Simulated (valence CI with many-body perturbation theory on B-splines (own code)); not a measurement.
Level structure of Rh14+

Method: valence CI with perturbative core correlation (CI+MBPT): three valence electrons over a frozen Dirac-Fock core [Ar] 3d10, a basis of 11 s, 11 p, 10 d, 8 f, 5 g, 2 h functions for each j, with the one-electron correlation potential Σ1 (screened to all orders), the two-electron term Σ2, the three-electron term Σ3, Breit, model QED; selected single and double excitations, second order for the rest, scaled by the run's own slope (own B-spline code, finite nucleus).

No measured spectrum was set against this ion. As an estimate, levels hold to about 250 cm⁻¹ or 0.2 % of their energy and the worst to 1 %, as in measured heavy ions of charge 2 to 7; those with d or f electrons hold less well.

Levels 46 to 90 of 189, with energies above the lowest level, 4s2.4p 2P°_1/2. "Leading %" is the weight of the configuration and term that name the level; weights of strongly mixed levels are sums over their largest components and can fall short, so below about 35 % the name and the second component can differ from the true leading terms, or belong to a minority configuration. Lifetimes count E1, E2, E3, M1 and M2 decay at the calculated energies, and are blank where another channel may lead or the interval is too uncertain; long ones can be off by a factor of two.

```csv
No.,Configuration,Term,J,E (cm⁻¹),Leading %,Second component,Lifetime
46,4p2.4d,2F,7/2,1072300,43,29 % 4p2.4d 4F,72.0 ps
47,4p2.4d,2P,3/2,1075700,42,34 % 4p2.4d 4D,26.9 ps
48,4p2.4d,4F,7/2,1076400,48,32 % 4p2.4d 4D,52.0 ps
49,4s2.5s,2S,1/2,1077300,97,,3.78 ps
50,4p2.4d,4D,1/2,1077600,84,13 % 4p2.4d 2P,32.1 ps
51,4p2.4d,4F,9/2,1085900,61,34 % 4p2.4d 2G,60.9 ps
52,4p2.4d,4D,5/2,1093700,59,15 % 4p2.4d 4F,27.5 ps
53,4p2.4d,4D,3/2,1094700,44,43 % 4p2.4d 2P,21.2 ps
54,4p2.4d,2G,7/2,1106300,61,13 % 4p2.4d 4F,50.9 ps
55,4p2.4d,2P,1/2,1121100,65,13 % 4p2.4d 4P,14.0 ps
56,4p2.4d,4D,7/2,1122400,53,30 % 4p2.4d 2F,46.2 ps
57,4p2.4d,4P,5/2,1123100,55,36 % 4p2.4d 2D,7.20 ps
58,4p2.4d,4P,3/2,1127200,46,25 % 4p2.4d 2D,7.30 ps
59,4p2.4d,2G,9/2,1128100,54,36 % 4p2.4d 4F,69.1 ps
60,4p2.4d,4P,1/2,1139800,62,27 % 4p2.4d 2P,6.83 ps
61,4p2.4d,2D,5/2,1142300,47,12 % 4p2.4d 4P,8.15 ps
62,4p2.4d,2D,3/2,1151600,61,24 % 4p2.4d 4P,12.9 ps
63,4p2.4d,2D,3/2,1153500,67,16 % 4p2.4d 4P,9.32 ps
64,4p2.4d,2F,5/2,1160300,42,18 % 4p2.4d 4P,6.43 ps
65,4p2.4d,2P,1/2,1161900,65,20 % 4p2.4d 2S,10.5 ps
66,4p2.4d,2F,7/2,1172400,68,21 % 4s.4p.4f 2F,6.64 ps
67,4p2.4d,2S,1/2,1186100,59,21 % 4p2.4d 4P,8.77 ps
68,4p2.4d,2P,3/2,1191500,65,11 % 4p2.4d 2D,9.48 ps
69,4p2.4d,2D,5/2,1191900,90,,31.8 ps
70,4s2.5p,2P°,1/2,1200100,97,,11.0 ps
71,4p2.4d,2D,5/2,1213800,53,10 % 4s.4p.4f 2D,6.80 ps
72,4p2.4d,2D,3/2,1214800,73,17 % 4s.4p.4f 2D,7.09 ps
73,4s2.5p,2P°,3/2,1217900,96,,11.2 ps
74,4s.4p.4f,4G,5/2,1225800,44,36 % 4s.4p.4f 4F,13.0 ps
75,4s.4p.4f,4F,7/2,1227100,40,33 % 4s.4p.4f 4G,14.8 ps
76,4s.4p.4f,4F,3/2,1230100,57,31 % 4s.4d2 4F,14.8 ps
77,4s.4p.4f,4F,9/2,1232600,40,28 % 4s.4p.4f 4G,17.4 ps
78,4s.4p.4f,4G,5/2,1237900,48,22 % 4s.4p.4f 4F,11.7 ps
79,4s.4p.4f,4G,7/2,1244500,44,17 % 4s.4p.4f 4D,12.2 ps
80,4s.4p.4f,2G,7/2,1258000,45,25 % 4s.4d2 2G,22.1 ps
81,4s.4p.4f,4G,9/2,1259300,36,29 % 4s.4d2 4F,15.8 ps
82,4s.4p.4f,4D,7/2,1266300,48,28 % 4s.4d2 4F,9.28 ps
83,4s.4d2,2G,9/2,1270200,34,31 % 4s.4p.4f 4G,22.3 ps
84,4s.4p.4f,4G,11/2,1272400,100,,11.2 ps
85,4s.4p.4f,4D,5/2,1273000,41,30 % 4s.4d2 4F,7.38 ps
86,4s.4p.4f,2F,5/2,1277800,33,18 % 4s.4p.4f 2D,7.91 ps
87,4s.4d2,4F,3/2,1279700,48,34 % 4s.4p.4f 4D,6.13 ps
88,4s.4d2,4P,1/2,1289600,98,,6.23 ps
89,4s.4d2,4P,3/2,1291300,92,,6.36 ps
90,4s.4p.4f,2F,7/2,1292100,47,12 % 4p2.4d 2F,7.99 ps
```

Names give the largest LS component (configuration and term), which can be under half, so a name can repeat, a term be missing and a line seem to break the LS rules; names also repeat where a configuration has a term twice.

Where two levels of one J and parity lie close, their mixing, g and order are uncertain.
